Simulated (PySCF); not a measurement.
# Computed records: CH$_{6}$BGeO, C$_{2}$H$_{7}$GeO, CH$_{7}$GeSi, CH$_{4}$Cl$_{2}$Ge and others

Calculation on a computer-drawn molecule: the log of a Hartree-Fock and frozen-core CCSD(T) single point meant for a local Hartree-Fock minimum, with one planted fault or none, to be diagnosed. Offsets are logged minus clean, where the clean run is the same molecule without the fault. The reference is restricted for singlets and unrestricted otherwise, and also for a bond in bohr or an excited solution. Adding or removing an electron swaps singlet and doublet. The excited solution moves the top pair (singlet) or top alpha electron (doublet) to the lowest empty orbital. Highest occupied and lowest empty are orbital energies over both spins, largest force is the largest gradient component, triples share is (T) over the correlation energy, the T1 limit is 0.02 restricted and 0.045 unrestricted, electrons count all cores, a negative frequency is imaginary (commonest isotopes), and the dipole is about the centre of nuclear charge; on germanium a core potential holds 10 electrons, which the energies leave out, and 3d is frozen in MP2 and coupled-cluster steps. Program: PySCF 2.14.0.

Common to all runs: meant basis and core potential on germanium cc-pVDZ-PP ECP10MDF; logged SCF converged yes; possible faults no fault, one electron removed, one electron added, multiplicity raised by two, geometry at a saddle point, SCF held on an excited solution, minimal basis STO-3G, one bond length entered in bohr, all coordinates scaled.

```json
{"entry": 1, "formula": "CH6BGeO", "logged_structure": {"atoms_angstrom": [["C", -0.237, 0.0222, 0.3178], ["Ge", 0.9205, 1.2466, 1.3528], ["B", 0.6786, 3.2861, 0.912], ["O", -0.1432, 3.8799, 0.0445], ["H", -0.0461, -1.0126, 0.6089], ["H", -1.2919, 0.2397, 0.5015], ["H", -0.0414, 0.1177, -0.7529], ["H", 2.3897, 0.8713, 1.1024], ["H", 0.6442, 1.0433, 2.851], ["H", -0.7082, 3.3045, -0.4552]]}, "given": {"meant_charge": 0, "meant_multiplicity": 2, "meant_basis": "cc-pVDZ", "logged_electrons": 57, "logged_basis_functions": 95, "logged_spin_squared": 0.7573, "logged_highest_occupied [eV]": -8.0487, "logged_lowest_empty [eV]": 2.7084, "logged_largest_force [hartree/bohr]": 4.4648e-05, "logged_lowest_frequency [cm^-1]": 78.964, "logged_T1_diagnostic": 0.015243, "logged_D1_diagnostic": 0.049985, "logged_triples_share": 0.026552, "logged_CC_converged": "yes", "logged_dipole_magnitude [debye]": 2.4255, "logged_SCF_stable_within_its_kind": "yes", "logged_energy_HF [hartree]": -434.27423, "logged_energy_CCSD(T) [hartree]": -434.83072, "drawn_bonds_atom": [1, 2, 3, 1, 1, 1, 2, 2, 4], "drawn_bonds_other_atom": [2, 3, 4, 5, 6, 7, 8, 9, 10], "drawn_bonds_order": [1, 1, 1, 1, 1, 1, 1, 1, 1]}, "results": {"planted_fault": "no fault", "HF_energy_offset_from_clean_run [kcal/mol]": 0.0, "CCSD(T)_energy_offset_from_clean_run [kcal/mol]": 0.0}}
{"entry": 2, "formula": "C2H7GeO", "logged_structure": {"atoms_angstrom": [["C", -2.0878, 1.0772, -1.1709], ["Ge", -2.7469, -0.6553, -0.2815], ["C", -2.7546, -0.5644, 1.7524], ["O", -1.6054, -0.8761, 2.5401], ["H", -2.0749, 0.9604, -2.3083], ["H", -2.7782, 1.9474, -0.9012], ["H", -1.0307, 1.3287, -0.816], ["H", -1.7614, -1.8686, -0.681], ["H", -4.2347, -0.9909, -0.7842], ["H", -3.5013, 0.0514, 2.3467], ["H", -1.0104, -1.4976, 2.0501]]}, "given": {"meant_charge": 0, "meant_multiplicity": 2, "meant_basis": "cc-pVDZ", "logged_electrons": 59, "logged_basis_functions": 100, "logged_spin_squared": 0.7669, "logged_highest_occupied [eV]": -9.0098, "logged_lowest_empty [eV]": 3.0817, "logged_largest_force [hartree/bohr]": 0.043765, "logged_T1_diagnostic": 0.016624, "logged_D1_diagnostic": 0.089438, "logged_triples_share": 0.027342, "logged_CC_converged": "yes", "logged_dipole_magnitude [debye]": 1.5351, "logged_SCF_stable_within_its_kind": "yes", "logged_energy_HF [hartree]": -447.98168, "logged_energy_CCSD(T) [hartree]": -448.6105, "drawn_bonds_atom": [1, 2, 3, 1, 1, 1, 2, 2, 3, 4], "drawn_bonds_other_atom": [2, 3, 4, 5, 6, 7, 8, 9, 10, 11], "drawn_bonds_order": [1, 1, 1, 1, 1, 1, 1, 1, 1, 1]}, "results": {"planted_fault": "all coordinates scaled, by +4.7 %", "HF_energy_offset_from_clean_run [kcal/mol]": 12.65, "CCSD(T)_energy_offset_from_clean_run [kcal/mol]": 6.265}}
{"entry": 3, "formula": "CH7GeSi", "logged_structure": {"atoms_angstrom": [["C", 0.1885, -0.5169, -1.7789], ["Ge", 0.4416, -2.439, -1.4311], ["Si", -0.8371, -3.238, 0.4431], ["H", -0.8606, -0.3052, -1.9927], ["H", 0.7899, -0.2114, -2.6374], ["H", 0.494, 0.0691, -0.9104], ["H", 1.9278, -2.7187, -1.1589], ["H", 0.0324, -3.2426, -2.6754], ["H", -2.3024, -3.0989, 0.2469], ["H", -0.4569, -2.5886, 1.7233]]}, "given": {"meant_charge": 0, "meant_multiplicity": 2, "meant_basis": "cc-pV(D+d)Z", "logged_electrons": 59, "logged_basis_functions": 95, "logged_spin_squared": 3.7614, "logged_highest_occupied [eV]": -3.4858, "logged_lowest_empty [eV]": -1.8757, "logged_largest_force [hartree/bohr]": 0.033889, "logged_dipole_magnitude [debye]": 1.8923, "logged_SCF_stable_within_its_kind": "yes", "logged_energy_HF [hartree]": -623.97777, "drawn_bonds_atom": [1, 2, 1, 1, 1, 2, 2, 3, 3], "drawn_bonds_other_atom": [2, 3, 4, 5, 6, 7, 8, 9, 10], "drawn_bonds_order": [1, 1, 1, 1, 1, 1, 1, 1, 1]}, "results": {"planted_fault": "multiplicity raised by two", "HF_energy_offset_from_clean_run [kcal/mol]": 152.5}, "notes": ["coupled-cluster numbers left out as unreliable"]}
{"entry": 4, "formula": "CH7GeSi", "logged_structure": {"atoms_angstrom": [["C", 0.1885, -0.5169, -1.7789], ["Ge", 0.4416, -2.439, -1.4311], ["Si", -0.8371, -3.238, 0.4431], ["H", -0.8606, -0.3052, -1.9927], ["H", 0.7899, -0.2114, -2.6374], ["H", 0.494, 0.0691, -0.9104], ["H", 1.9278, -2.7187, -1.1589], ["H", 0.0324, -3.2426, -2.6754], ["H", -2.3024, -3.0989, 0.2469], ["H", -0.4569, -2.5886, 1.7233]]}, "given": {"meant_charge": 0, "meant_multiplicity": 2, "meant_basis": "cc-pV(D+d)Z", "logged_electrons": 59, "logged_basis_functions": 95, "logged_spin_squared": 0.8733, "logged_highest_occupied [eV]": -2.4396, "logged_lowest_empty [eV]": -1.2347, "logged_largest_force [hartree/bohr]": 0.062984, "logged_CC_converged": "no", "logged_dipole_magnitude [debye]": 1.5761, "logged_SCF_stable_within_its_kind": "no", "logged_energy_HF [hartree]": -624.00427, "drawn_bonds_atom": [1, 2, 1, 1, 1, 2, 2, 3, 3], "drawn_bonds_other_atom": [2, 3, 4, 5, 6, 7, 8, 9, 10], "drawn_bonds_order": [1, 1, 1, 1, 1, 1, 1, 1, 1]}, "results": {"planted_fault": "SCF held on an excited solution", "HF_energy_offset_from_clean_run [kcal/mol]": 135.9}, "notes": ["CCSD not converged"]}
{"entry": 5, "formula": "CH4Cl2Ge", "logged_structure": {"atoms_angstrom": [["C", 0.3425, 0.3233, 0.0624], ["Ge", 1.0182, 2.0692, -0.4217], ["Cl", 2.0401, 1.9278, -2.3226], ["Cl", -0.6487, 3.4212, -0.6884], ["H", -0.338, -0.0293, -0.7123], ["H", -0.1921, 0.3887, 1.0111], ["H", 1.174, -0.3762, 0.1595], ["H", 1.9774, 2.735, 0.5481]]}, "given": {"meant_charge": 0, "meant_multiplicity": 1, "meant_basis": "cc-pV(D+d)Z", "logged_electrons": 77, "logged_basis_functions": 103, "logged_spin_squared": 0.7579, "logged_highest_occupied [eV]": 1.8181, "logged_lowest_empty [eV]": 8.7552, "logged_largest_force [hartree/bohr]": 0.084003, "logged_T1_diagnostic": 0.012598, "logged_D1_diagnostic": 0.067102, "logged_triples_share": 0.024679, "logged_CC_converged": "yes", "logged_dipole_magnitude [debye]": 3.5852, "logged_SCF_stable_within_its_kind": "yes", "logged_energy_HF [hartree]": -1252.58624, "logged_energy_CCSD(T) [hartree]": -1253.17881, "drawn_bonds_atom": [1, 2, 2, 1, 1, 1, 2], "drawn_bonds_other_atom": [2, 3, 4, 5, 6, 7, 8], "drawn_bonds_order": [1, 1, 1, 1, 1, 1, 1]}, "results": {"planted_fault": "one electron added", "HF_energy_offset_from_clean_run [kcal/mol]": 61.85, "CCSD(T)_energy_offset_from_clean_run [kcal/mol]": 52.71}, "notes": ["highest electron not bound in this basis"]}
{"entry": 6, "formula": "CH4Cl2Ge", "logged_structure": {"atoms_angstrom": [["C", 0.3425, 0.3233, 0.0624], ["Ge", 1.0182, 2.0692, -0.4217], ["Cl", 2.0401, 1.9278, -2.3226], ["Cl", -0.6487, 3.4212, -0.6884], ["H", -0.338, -0.0293, -0.7123], ["H", -0.1921, 0.3887, 1.0111], ["H", 1.174, -0.3762, 0.1595], ["H", 1.9774, 2.735, 0.5481]]}, "given": {"meant_charge": 0, "meant_multiplicity": 1, "meant_basis": "cc-pV(D+d)Z", "logged_electrons": 76, "logged_basis_functions": 103, "logged_spin_squared": 0.0, "logged_highest_occupied [eV]": -11.851, "logged_lowest_empty [eV]": 3.4886, "logged_largest_force [hartree/bohr]": 1.6359e-05, "logged_lowest_frequency [cm^-1]": 135.63, "logged_T1_diagnostic": 0.0085794, "logged_D1_diagnostic": 0.021317, "logged_triples_share": 0.024618, "logged_CC_converged": "yes", "logged_dipole_magnitude [debye]": 3.2578, "logged_SCF_stable_within_its_kind": "yes", "logged_energy_HF [hartree]": -1252.68481, "logged_energy_CCSD(T) [hartree]": -1253.2628, "drawn_bonds_atom": [1, 2, 2, 1, 1, 1, 2], "drawn_bonds_other_atom": [2, 3, 4, 5, 6, 7, 8], "drawn_bonds_order": [1, 1, 1, 1, 1, 1, 1]}, "results": {"planted_fault": "no fault", "HF_energy_offset_from_clean_run [kcal/mol]": 0.0, "CCSD(T)_energy_offset_from_clean_run [kcal/mol]": 0.0}}
{"entry": 7, "formula": "C2H8Ge2", "logged_structure": {"atoms_angstrom": [["C", 2.0183, -2.2309, -1.5558], ["Ge", 1.1579, -2.0138, 0.0653], ["C", -0.2874, -2.7376, 0.5037], ["Ge", -1.1384, -2.5214, 2.1099], ["H", 2.1193, -1.316, -2.0285], ["H", 2.9628, -2.6258, -1.4052], ["H", 1.4765, -2.8685, -2.162], ["H", 1.8562, -1.1312, 0.9729], ["H", -0.7314, -3.355, -0.1914], ["H", -2.473, -1.9607, 1.9374], ["H", -1.2923, -3.7912, 2.8094], ["H", -0.3657, -1.6212, 2.9535]]}, "given": {"meant_charge": 0, "meant_multiplicity": 1, "meant_basis": "cc-pVDZ", "logged_electrons": 84, "logged_basis_functions": 114, "logged_spin_squared": 0.0, "logged_highest_occupied [eV]": -8.4466, "logged_lowest_empty [eV]": 2.6748, "logged_largest_force [hartree/bohr]": 0.043715, "logged_T1_diagnostic": 0.011344, "logged_D1_diagnostic": 0.038224, "logged_triples_share": 0.030018, "logged_CC_converged": "yes", "logged_dipole_magnitude [debye]": 3.0033, "logged_SCF_stable_within_its_kind": "yes", "logged_energy_HF [hartree]": -667.05001, "logged_energy_CCSD(T) [hartree]": -667.59861, "drawn_bonds_atom": [1, 2, 3, 1, 1, 1, 2, 3, 4, 4, 4], "drawn_bonds_other_atom": [2, 3, 4, 5, 6, 7, 8, 9, 10, 11, 12], "drawn_bonds_order": [1, 2, 1, 1, 1, 1, 1, 1, 1, 1, 1]}, "results": {"planted_fault": "all coordinates scaled, by -5.2 %", "HF_energy_offset_from_clean_run [kcal/mol]": 21.82, "CCSD(T)_energy_offset_from_clean_run [kcal/mol]": 29.1}}
{"entry": 8, "formula": "CH5AlGeN", "logged_structure": {"atoms_angstrom": [["C", -0.7762, -0.2395, 1.3905], ["Ge", -0.3073, 1.2808, 0.5106], ["N", -1.352, 2.4362, 0.1184], ["Al", -2.2856, 3.6127, -0.3068], ["H", -0.5266, -1.0537, 0.8075], ["H", -1.7848, -0.2411, 1.5905], ["H", -0.238, -0.2967, 2.2692], ["H", 1.0712, 1.4556, 0.1481], ["H", -3.1721, 4.7, -0.6945]]}, "given": {"meant_charge": 1, "meant_multiplicity": 1, "meant_basis": "cc-pV(D+d)Z", "logged_electrons": 62, "logged_basis_functions": 99, "logged_spin_squared": 0.0, "logged_highest_occupied [eV]": -15.277, "logged_lowest_empty [eV]": -3.2332, "logged_largest_force [hartree/bohr]": 0.050305, "logged_T1_diagnostic": 0.015082, "logged_D1_diagnostic": 0.04132, "logged_triples_share": 0.029064, "logged_CC_converged": "yes", "logged_dipole_magnitude [debye]": 3.5644, "logged_SCF_stable_within_its_kind": "yes", "logged_energy_HF [hartree]": -630.25265, "logged_energy_CCSD(T) [hartree]": -630.73425, "drawn_bonds_atom": [1, 2, 3, 1, 1, 1, 2, 4], "drawn_bonds_other_atom": [2, 3, 4, 5, 6, 7, 8, 9], "drawn_bonds_order": [1, 2, 1, 1, 1, 1, 1, 1]}, "results": {"planted_fault": "all coordinates scaled, by -5.5 %", "HF_energy_offset_from_clean_run [kcal/mol]": 21.7, "CCSD(T)_energy_offset_from_clean_run [kcal/mol]": 29.88}}
{"entry": 9, "formula": "CH6BGeO", "logged_structure": {"atoms_angstrom": [["C", 0.7206, -1.7225, -2.5761], ["Ge", 0.1026, -0.4031, -1.2489], ["B", -1.2254, 1.0679, -1.8679], ["O", -2.0421, 1.7374, -1.03], ["H", 0.9678, -1.2214, -3.5132], ["H", -0.0577, -2.464, -2.7697], ["H", 1.6086, -2.2396, -2.2099], ["H", -0.2398, -1.1041, 0.0831], ["H", -1.2417, 1.4118, -3.0187], ["H", -2.0175, 1.4518, -0.1292]]}, "given": {"meant_charge": 0, "meant_multiplicity": 2, "meant_basis": "cc-pVDZ", "logged_electrons": 57, "logged_basis_functions": 95, "logged_spin_squared": 0.9514, "logged_highest_occupied [eV]": -3.5842, "logged_lowest_empty [eV]": -1.3947, "logged_largest_force [hartree/bohr]": 0.044454, "logged_dipole_magnitude [debye]": 4.765, "logged_SCF_stable_within_its_kind": "no", "logged_energy_HF [hartree]": -434.13719, "drawn_bonds_atom": [1, 2, 3, 1, 1, 1, 2, 3, 4], "drawn_bonds_other_atom": [2, 3, 4, 5, 6, 7, 8, 9, 10], "drawn_bonds_order": [1, 1, 1, 1, 1, 1, 1, 1, 1]}, "results": {"planted_fault": "SCF held on an excited solution", "HF_energy_offset_from_clean_run [kcal/mol]": 106.3}, "notes": ["coupled-cluster numbers left out as unreliable"]}
{"entry": 10, "formula": "CH6GeN", "logged_structure": {"atoms_angstrom": [["C", -0.5672, -4.1801, 0.196], ["Ge", -1.7698, -2.8736, -0.6549], ["N", -1.8356, -1.3842, 0.4406], ["H", 0.4049, -3.7146, 0.3748], ["H", -0.4332, -5.0485, -0.4514], ["H", -0.9773, -4.5173, 1.1498], ["H", -1.1894, -2.3868, -2.0022], ["H", -2.1959, -1.5571, 1.3641], ["H", -2.339, -0.6025, 0.0564]]}, "given": {"meant_charge": 0, "meant_multiplicity": 2, "meant_basis": "cc-pVDZ", "logged_electrons": 51, "logged_basis_functions": 81, "logged_spin_squared": 3.7607, "logged_highest_occupied [eV]": -2.7278, "logged_lowest_empty [eV]": -0.45547, "logged_largest_force [hartree/bohr]": 0.079885, "logged_T1_diagnostic": 0.012177, "logged_D1_diagnostic": 0.043449, "logged_triples_share": 0.026324, "logged_CC_converged": "yes", "logged_dipole_magnitude [debye]": 1.3483, "logged_SCF_stable_within_its_kind": "yes", "logged_energy_HF [hartree]": -388.95171, "logged_energy_CCSD(T) [hartree]": -389.38539, "drawn_bonds_atom": [1, 2, 1, 1, 1, 2, 3, 3], "drawn_bonds_other_atom": [2, 3, 4, 5, 6, 7, 8, 9], "drawn_bonds_order": [1, 1, 1, 1, 1, 1, 1, 1]}, "results": {"planted_fault": "multiplicity raised by two", "HF_energy_offset_from_clean_run [kcal/mol]": 137.7, "CCSD(T)_energy_offset_from_clean_run [kcal/mol]": 153.1}}
```
